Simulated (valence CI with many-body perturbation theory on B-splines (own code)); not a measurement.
**Hyperfine factors and g values of Er LXIII**

Computed by valence CI with perturbative core correlation (CI+MBPT): four valence electrons over a frozen Dirac-Fock core [He], a basis of 11 s, 11 p, 10 d, 8 f, 5 g, 2 h functions for each j, with the one-electron correlation potential Σ1 (screened to all orders), the two-electron term Σ2, the three-electron term Σ3, Breit, model QED; selected single and double excitations, second order for the rest, scaled by the run's own slope (own B-spline code, finite nucleus).

The last digits are not significant, and no measured levels were compared; by estimate large intervals hold to a few tenths of a per cent, small ones and those within an open d or f shell to about a per cent. Among the levels kept, up to 920 cm⁻¹ of a level comes from second order outside the variational space, and about a tenth of that is noise between levels of different J, which matters for small intervals.

A/g_I is the dipole constant over the nuclear g factor μ/I (μ in nuclear magnetons, uniformly magnetised nucleus), B/Q the quadrupole constant per barn. Both hold the static response of the core; the bare values leave it out. Large factors of s and p1/2 electrons are usually good to 5 to 10 %; those of open d and f shells near neutrality can be off by tens of per cent, and small factors of p3/2, d and f electrons come from cancelling terms and can be off by a factor of two or in sign, in half-filled shells by more. B is blank for J = 1/2, where it vanishes, and for nearly pure S terms. Energies count from the lowest level. Levels with J = 0 are left out.

Levels are named by their leading jj configuration (3d3/2^4 stands for four electrons in 3d with j = 3/2), which in mixed levels can hold well under half, so a name can repeat and another be missing. Letters in brackets count levels of one name in rising energy.

| Level | E (× 10³ cm⁻¹) | g | A/g_I (MHz) | A/g_I bare | B/Q (MHz/b) | B/Q bare |
| --- | --- | --- | --- | --- | --- | --- |
| (2s^2 2p1/2 2p3/2) J=1 | 7702.3 | 1.473 | -491000 | -467000 | 626000 | 628000 |
| (2s^2 2p1/2 2p3/2) J=2 | 7846.6 | 1.143 | 1770000 | 1770000 | 1170000 | 1170000 |
| (2s 2p1/2^2 2p3/2) J=2 | 9828.5 | 1.508 | 4400000 | 4370000 | 1190000 | 1190000 |
| (2s 2p1/2^2 2p3/2) J=1 | 10468 | 1.109 | -3140000 | -3070000 | 723000 | 725000 |
| (2s^2 2p3/2^2) J=2 | 15707 | 1.295 | 648000 | 662000 | 80500 | 80600 |
| (2s 2p1/2 2p3/2^2) J=2 [a] | 17324 | 1.550 | 3160000 | 3140000 | 233000 | 234000 |
| (2s 2p1/2 2p3/2^2) J=3 | 17666 | 1.300 | 3930000 | 3910000 | -1960 | -2000 |
| (2s 2p1/2 2p3/2^2) J=1 [a] | 18267 | 1.300 | -3570000 | -3490000 | -425000 | -426000 |
| (2s 2p1/2 2p3/2^2) J=2 [b] | 18346 | 1.052 | -241000 | -206000 | -161000 | -161000 |
| (2s 2p1/2 2p3/2^2) J=1 [b] | 18377 | 1.306 | 9730000 | 9640000 | 233000 | 234000 |
| (2p1/2^2 2p3/2^2) J=2 | 20600 | 1.312 | 602000 | 631000 | 76100 | 76200 |
| (2s 2p3/2^3) J=2 | 25777 | 1.432 | 4470000 | 4430000 | -1270000 | -1280000 |
| (2s 2p3/2^3) J=1 | 26399 | 1.165 | -3190000 | -3120000 | -528000 | -529000 |
| (2p1/2 2p3/2^3) J=1 | 28412 | 1.474 | -535000 | -491000 | -622000 | -623000 |
| (2p1/2 2p3/2^3) J=2 | 28558 | 1.125 | 1760000 | 1770000 | -1320000 | -1330000 |
| (2s^2 2p1/2 3s) J=1 | 68900 | 1.307 | 4900000 | 4870000 | -13700 | -13700 |
| (2s^2 2p1/2 3p1/2) J=1 | 69503 | 0.639 | 3390000 | 3370000 | -3340 | -3340 |
| (2s 2p1/2^2 3s) J=1 | 70794 | 2.010 | 9990000 | 9890000 | 9610 | 9620 |
| (2s 2p1/2^2 3p1/2) J=1 | 71489 | 1.354 | 8600000 | 8510000 | -5350 | -5360 |
| (2s^2 2p1/2 3p3/2) J=2 | 71946 | 1.149 | 1440000 | 1440000 | 363000 | 364000 |
| (2s^2 2p1/2 3p3/2) J=1 | 71961 | 1.506 | -864000 | -854000 | 178000 | 179000 |
| (2s^2 2p1/2 3d3/2) J=2 | 72426 | 0.745 | 1390000 | 1380000 | 76600 | 77200 |
| (2s^2 2p1/2 3d3/2) J=1 | 72629 | 0.830 | -1100000 | -1090000 | 29700 | 30000 |
| (2s^2 2p1/2 3d5/2) J=2 | 73147 | 1.282 | -747000 | -744000 | 69900 | 70500 |
| (2s^2 2p1/2 3d5/2) J=3 | 73179 | 1.096 | 904000 | 900000 | 65700 | 66300 |
| (2s 2p1/2^2 3p3/2) J=2 | 73895 | 1.504 | 4020000 | 3980000 | 355000 | 355000 |
| (2s 2p1/2^2 3p3/2) J=1 | 73935 | 1.132 | -3720000 | -3660000 | 187000 | 188000 |
| (2s 2p1/2^2 3d3/2) J=1 | 74369 | 0.464 | -3820000 | -3780000 | 31200 | 31500 |
| (2s 2p1/2^2 3d3/2) J=2 | 74415 | 1.121 | 3940000 | 3900000 | 60800 | 61300 |
| (2s 2p1/2^2 3d5/2) J=3 | 75068 | 1.335 | 2670000 | 2650000 | 58900 | 59600 |
| (2s 2p1/2^2 3d5/2) J=2 | 75203 | 1.026 | -2490000 | -2460000 | 49700 | 50200 |

Q: Take the isotope of mass number 167, with I = 7/2, μ = -0.5623 μN and Q = 3.57 b. What is the hyperfine structure of (2s 2p1/2^2 2p3/2) J=2?

A: From the table A = -707000 MHz, B = 4250000 MHz. Shifts from the centre of gravity in MHz: F = 3/2: 8640000, F = 5/2: 4970000, F = 7/2: 907000, F = 9/2: -2500000, F = 11/2: -3890000.
